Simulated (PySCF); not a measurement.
# Ca (calcium, neutral) across methods

[Ar] 3d1 4s1, high-spin 3D determinant (an excited configuration). All numbers are calculated (PySCF 2.14, the spin-free X2C one-electron Hamiltonian (Gaussian nucleus), in aug-cc-pVQZ-X2C). The B2PLYP total includes its PT2 part (frozen core); its orbital energies are those of the SCF part.

| method | E (hartree) | mean ε 3p β (eV) | mean ε 4s α (eV) | mean ε 3d α (eV) | Σ⟨r²⟩ (bohr²) | ⟨S²⟩ |
| --- | --- | --- | --- | --- | --- | --- |
| r2SCAN | -680.357 | -25.970 | -3.582 | -1.281 | 50.49 | 2.001 |
| M06-2X | -680.390 | -29.613 | -4.714 | -2.376 | 49.10 | 2.000 |
| wB97X | -680.378 | -29.869 | -5.136 | -3.444 | 50.00 | 2.001 |
| PBE | -680.180 | -25.365 | -3.540 | -1.244 | 51.47 | 2.000 |
| UHF | -679.55347 | -33.571 | -5.291 | -3.361 | 52.58 | 2.001 |
| B2PLYP | -680.170 | -29.677 | -4.400 | -2.367 | 50.84 | 2.001 |
| wB97X-V | -680.290 | -29.853 | -5.248 | -3.492 | 49.62 | 2.001 |
| LDA | -678.527 | -25.365 | -3.678 | -1.174 | 50.85 | 2.000 |
| PBE0 | -680.215 | -27.534 | -4.021 | -1.862 | 50.61 | 2.000 |
